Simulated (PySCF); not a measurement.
# Two-component Hartree-Fock for Al³⁺ (aluminium, charge +3)

Start: [Ne]. Calculated with PySCF 2.14 in x2c-TZVPPall-2c with one added diffuse shell each of s, p, d type (6s7p4d1f, 54 functions): generalised Hartree-Fock with the X2C-1e Hamiltonian and a Gaussian nucleus; spin-orbit coupling (SO) screened by Boettger's factors.

| spinor shell | electrons | ε, screened SO (eV) | weight of nominal j (screened SO) | rms radius, screened SO (bohr) |
| --- | --- | --- | --- | --- |
| 1s1/2 | 2 | -1630.3 | 1.000 | 0.139 |
| 2s1/2 | 2 | -167.91 | 1.000 | 0.675 |
| 2p1/2 | 2 | -122.02 | 1.000 | 0.667 |
| 2p3/2 | 4 | -121.53 | 1.000 | 0.669 |

```json
{"quantity": "E (hartree)", "screened SO": "-240.42799"}
{"quantity": "M_J", "screened SO": "0"}
{"quantity": "⟨J²⟩", "screened SO": "0.000"}
{"quantity": "⟨L²⟩", "screened SO": "0.000"}
{"quantity": "⟨S²⟩", "screened SO": "0.000"}
```
